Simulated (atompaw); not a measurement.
## Building the PAW (atompaw) potential for Dy (Z = 66) (LDA (PW92), scalar-relativistic).

atompaw 4.2.0.5 was run on this input:

```
Dy 66
LDA-PW scalarrelativistic loggrid 2001 logderivrange -6 5 276
6 6 5 4 0 0
6 0 0
6 1 0
5 2 0
4 3 9
0 0 0
c
c
c
c
c
v
c
c
c
v
v
c
c
v
v
3
2.60 2.00 1.85 1.45
y
-0.35
n
n
y
-0.4
n
y
-0.8
n
custom rrkj vanderbiltortho besselshape
bessel
2.50
2.60
2.35
2.60
2.25
2.25
1.10
1.10
PWSCFOUT
UPFDX 0.0125d0 UPFXMIN -7.d0 UPFZMESH 66.d0
END
```

Command:

```bash
atompaw < Dy.input > Dy.log
```

Output (summary file):

```
[... start of the log left out ...]
         rc =    2.6033635176738366
        irc =         1496
   rc_shape =    2.0118526885298591
    rc_vloc =    1.8545854365034842
    rc_core =    1.4527732507857827
   Vloc: truncated form - Vps(r)=A.sin(qr)/r for r<rc
   Projector type: RRKJ pseudization + Vanderbilt ortho.
   Bessel compensation charge shape zeroed at   2.0119E+00

 Number of basis functions     8
 No.   n  nodes  l      Energy         Cp coeff         Occ
  1    6    5    0   -0.1696984E+01  0.5261568E+02  0.0000000E+00
  2  999    6    0   -0.3500000E+00  0.5274955E+01  0.0000000E+00
  3    5    3    1   -0.3959891E+01 -0.1326955E+01  0.6000000E+01
  4    6    4    1   -0.1269695E+01  0.1063483E+02  0.0000000E+00
  5    5    2    2   -0.1842438E+01  0.5512310E+03  0.0000000E+00
  6  999    3    2   -0.4000000E+00  0.4067198E+02  0.0000000E+00
  7    4    0    3   -0.2574689E+01 -0.1286725E+01  0.9000000E+01
  8  999    1    3   -0.8000000E+00 -0.1163071E+02  0.0000000E+00

 Eigenvalues of overlap operator (in the basis of projectors):
    1       -8.91253067E+03
    2        2.34666551E-01
    3        4.22253988E-01
    4        8.57627475E-01
    5        3.04109352E+00
    6        5.46354661E+01
    7        2.08096309E+02
    8        3.10276286E+02

The overlap operator has at least one negative eigenvalue!
It might be not positive definite...
Program is stopping.
This probably means that your projectors are too similar
or that your PAW basis is incomplete.
Advice: try to change your input parameters (f.i. : reference energies).
```

The run stopped because the overlap operator built from these waves and projectors is not positive definite.

The run took about 30 s on one core of a shared server CPU.
